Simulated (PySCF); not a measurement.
# Static response to an electric field

Compound: CH₁₁Ge₂NSi.
Cartesian coordinates in Å at the PBE0-D3(BJ)/def2-SVP level; atoms count from 1:
```xyz
16
CH11Ge2NSi angstrom
Si     1.9055    0.2106    0.9973
C      1.4685   -0.9359   -0.4302
Ge     0.1509   -0.1416   -1.6380
N     -0.9708    0.9199   -0.6386
Ge    -2.2255    0.3508    0.5695
H      0.7850    0.2907    1.9822
H      3.1132   -0.3001    1.7214
H      2.2163    1.5870    0.5014
H      2.3742   -1.1824   -1.0086
H      1.0747   -1.8830   -0.0269
H     -0.6294   -1.2460   -2.3883
H      0.8389    0.7989   -2.6473
H     -1.0757    1.8716   -0.9756
H     -3.6534    0.3416   -0.0240
H     -1.8218   -1.0860    0.9495
H     -2.2118    1.2605    1.8138
```

Level: CAM-B3LYP/def2-SVPD (PySCF), static field, nuclei fixed, core orbitals frozen in the response. The polarisability tensor in these axes (au):

```
x   118.42  -2.63   2.04
y    -2.63  96.24   3.56
z     2.04   3.56 111.11
```

Task: What are the eigenvalues, a third of the trace, and Δα (Δα² = ½Σ(αi − αj)² over the three pairs)?

Result: Principal values 95.04, 111.65 and 119.08 au; mean 108.59 au = 16.09 Å³ = 17.90 × 10⁻⁴⁰ C²·m²/J; Δα = 21.32 au (20 % of the mean).

Task: What is the dipole moment, and where does it point?

Result: (-0.17, -0.11, -0.66) D, 0.70 D in size, pointing from the negative to the positive side. Measured along this direction, the outermost atoms are H7 at the negative end and H11 at the positive end.

Task: What depolarisation ratio follows for Rayleigh scattering of linearly polarised light, taking the static tensor?

Result: ρ = 3Δα²/(45ᾱ² + 4Δα²) = 1363.9/(530625 + 1818.5) = 0.00256.

Task: Give the eigenvalues of the traceless quadrupole moment Θ = ½Σq(3rr − r²1), origin at the centre of nuclear charge.

Result: -6.57, 1.47, 5.10 D·Å. The values depend on the origin, since the dipole doesn't vanish. The electronic extent ⟨r²⟩ about the same centre is 1673 bohr², a root-mean-square distance of 2.14 Å for the 102 electrons.

Task: How large is μ²/3kT at 350 K beside α?

Result: In Gaussian units μ²/3kT = 3.34 Å³ against 16.09 Å³, a ratio of 0.21; the Debye molar polarisation (4π/3)N_A(α + μ²/3kT) is 49.0 cm³/mol, leaving out the vibrational part.

Task: Give the principal axes and the span of the nuclei along them.

Result: Largest value along (0.97, -0.08, 0.21), where the nuclei span 7.01 Å; middle along (-0.19, 0.25, 0.95), 4.92 Å; least along (0.13, 0.96, -0.23), 3.56 Å. The response follows the extents in order.

One conformer (not necessarily the lowest) at the PBE0-D3(BJ)/def2-SVP geometry, without solvent, vibrations or thermal averaging. The calculation is non-relativistic, for germanium too.
